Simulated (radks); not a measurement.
The nitrogen anion N-, [He] 2s2 2p4, held by a Watson sphere: a shell of charge +1 at radius R that stands for the Madelung well of a crystal (potential energy -1/R inside, -1/r outside, in hartree with lengths in bohr). Calculated with a radial shooting solver on a logarithmic mesh with Libxc functionals: non-relativistic Kohn-Sham, PBEsol, spin-polarised, spherical densities, point nucleus; open shells are filled with parallel spins first. Response by self-consistent Sternheimer equations with the Hartree and adiabatic LDA kernel. The sphere does not respond.

R (bohr)  e(2s down) (eV)  e(2p up) (eV)  e(2p down) (eV)  <r> 2p (bohr)  sum of <r^2> (bohr^2)  X-ray form factor at sin(theta)/lambda = 0.1 1/angstrom  alpha (bohr^3)
1.61              -17.426         -8.540           -6.090          1.612                  16.67                                                    6.929           10.86
2.58              -15.198         -6.638           -4.387          1.821                  19.96                                                    6.770           19.01
2.81              -14.772         -6.251           -4.024          1.868                  20.61                                                    6.743           21.62
3.06              -14.353         -5.864           -3.657          1.918                  21.29                                                    6.718           24.83
3.68              -13.483         -5.051           -2.869          2.046                  22.84                                                    6.667           35.04
